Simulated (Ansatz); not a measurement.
Computed with Ansatz on PBE0-D4/def2-TZVP structures; ΔE is electronic, products minus reactants. CCSD(T)/CBS is the MP2 limit (def2-TZVPP, def2-QZVPP) plus CCSD(T) − MP2 in def2-TZVPP, frozen cores. This one scheme is used for every species. Functionals use def2-TZVPP. One conformer a species, not always the lowest.

Reaction (ligand exchange at a B–C bond): `COB(C)O` + silanol → `COB(O)O[SiH3]` + CH₄

`COB(C)O`:

Cartesian coordinates in Å:
```
C 1.468 0.850 0.084
O 0.723 -0.027 0.896
B -0.479 -0.541 0.494
C -1.140 -0.236 -0.896
O -1.113 -1.368 1.374
H 0.976 1.824 -0.003
H 1.618 0.444 -0.921
H 2.442 0.994 0.551
H -0.515 -0.602 -1.718
H -2.120 -0.705 -0.985
H -1.257 0.840 -1.059
H -0.603 -1.476 2.183
```

`O[SiH3]`:

Cartesian coordinates in Å:
```
O 0.225 -0.029 -1.261
Si -0.162 0.143 0.331
H 0.811 -0.747 -1.504
H -0.855 -1.063 0.862
H -1.065 1.314 0.405
H 1.046 0.382 1.168
```

`COB(O)O[SiH3]`:

Cartesian coordinates in Å:
```
C -1.836 0.012 -1.014
O -0.561 -0.207 -0.464
B -0.013 0.655 0.451
O -0.626 1.785 0.908
O 1.223 0.364 0.935
Si 2.225 -0.902 0.606
H -2.044 -0.795 -1.717
H -2.615 0.003 -0.244
H -1.882 0.961 -1.562
H -1.495 1.942 0.537
H 1.587 -2.191 0.974
H 3.445 -0.701 1.424
H 2.591 -0.926 -0.834
```

CH₄:

```xyz
5

C     0.000    0.000    0.000
H     0.585   -0.907   -0.152
H     0.080    0.636   -0.881
H     0.379    0.535    0.870
H    -1.044   -0.265    0.163
```

Problem. Is it downhill or uphill in electronic energy at CCSD(T)/CBS, and by how much? (Best estimate.)

Solution. Ansatz gave: Downhill: ΔE = -1.19 eV.

Problem. What do these levels give: r2SCAN-D4, ωB97M-V, B2PLYP, PBE, r2SCAN, HF/def2-TZVPP, MP2/def2-TZVPP, CCSD/def2-TZVPP, SCS-MP2/def2-QZVPP, HF/CBS(def2), MP2/CBS(def2), CCSD/CBS(def2)? (An estimate is asked.)

Solution. Ansatz gave: r2SCAN-D4 -1.22, ωB97M-V -1.19, B2PLYP -1.22, PBE -1.10, r2SCAN -1.21, HF/def2-TZVPP -1.36, MP2/def2-TZVPP -1.20, CCSD/def2-TZVPP -1.22, SCS-MP2/def2-QZVPP -1.21, HF/CBS(def2) -1.37, MP2/CBS(def2) -1.18, CCSD/CBS(def2) -1.20 eV.

Largest T1 diagnostic among the species: 0.012.

In def2-TZVPP, CCSD(T) changes the Hartree–Fock value by +0.15 eV (the triples alone add +0.01 eV) and MP2 by +0.16 eV. From PBE to PBE0 (25 % exact exchange), in def2-TZVPP and without D4, ΔE moves by −0.05 eV. The D4 term adds −0.03 eV with B3LYP and −0.02 eV with PBE0; it sums over pairs of atoms, weighted by their polarisabilities, and B3LYP, whose exchange is more repulsive, gets the larger term.

B3LYP here is the variant with VWN-RPA as its local correlation; programs differ in this.
